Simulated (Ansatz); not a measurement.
Ru(P5)2 (P10Ru). Charge 0, multiplicity 1. Geometry PBE0-D4/def2-SVP, basis def2-TZVP, Ansatz.

```json
{"run": "A", "HOMO (eV)": "-6.81", "LUMO (eV)": "-2.73"}
{"run": "B", "HOMO (eV)": "-6.67", "LUMO (eV)": "-2.73"}
{"run": "C", "HOMO (eV)": "-5.96", "LUMO (eV)": "-3.47"}
{"run": "D", "HOMO (eV)": "-5.71", "LUMO (eV)": "-3.47"}
{"run": "E", "HOMO (eV)": "-8.61", "LUMO (eV)": "0.61"}
```

In the def2 sets Ru takes a core potential; there is no spin–orbit coupling.

Task: The runs used HF, PBE, PBE0, r2SCAN, r2SCAN0. Estimate which is which.

Result: A r2SCAN0 (25 % exact exchange); B PBE0 (25 % exact exchange); C r2SCAN (0 % exact exchange); D PBE (0 % exact exchange); E HF (100 % exact exchange). Exact exchange lowers occupied and raises empty levels; among semilocal functionals meta-GGAs tend to open the gap a little, and such runs are hard to tell apart. The gap grows from 2.24 eV (PBE) to 9.22 eV (HF).
